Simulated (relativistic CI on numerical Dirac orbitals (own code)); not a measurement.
Pt⁴⁺: 4f photoemission

Computed with this model: Dirac-Coulomb-Breit CI, orbitals from a KLI potential per configuration, model QED, valence Slater integrals scaled by 0.8, multiplet model of photoemission in the sudden approximation; configurations [Xe] 4f14 5d6 → [Xe] 4f13 5d6; 80 K; Lorentzian 0.35 eV and Gaussian 0.5 eV FWHM. Energies are those of the free ion, without screening or charge transfer. The energies are binding energies and can lie tens of eV above those of solids. S is read from ⟨S²⟩ = S(S + 1).

free ion: ground-state S = 1.81, centroid 133.55 eV. Peaks (eV, height): 131.9 (100), 134.9 (49), 135.8 (58).

Strongest unbroadened transitions for free ion:

| Energy (eV) | Relative strength |
| --- | --- |
| 131.20 | 100.0 |
| 131.73 | 76.2 |
| 131.75 | 20.2 |
| 131.90 | 42.8 |
| 132.08 | 46.3 |
| 132.19 | 41.7 |
| 132.32 | 29.7 |
| 132.65 | 24.9 |
| 134.64 | 31.5 |
| 134.94 | 16.5 |
| 135.01 | 18.0 |
| 135.66 | 28.1 |
| 135.74 | 18.1 |
| 135.76 | 23.0 |
| 136.02 | 17.1 |
| 136.19 | 25.9 |
| 136.39 | 13.9 |
| 136.51 | 13.2 |
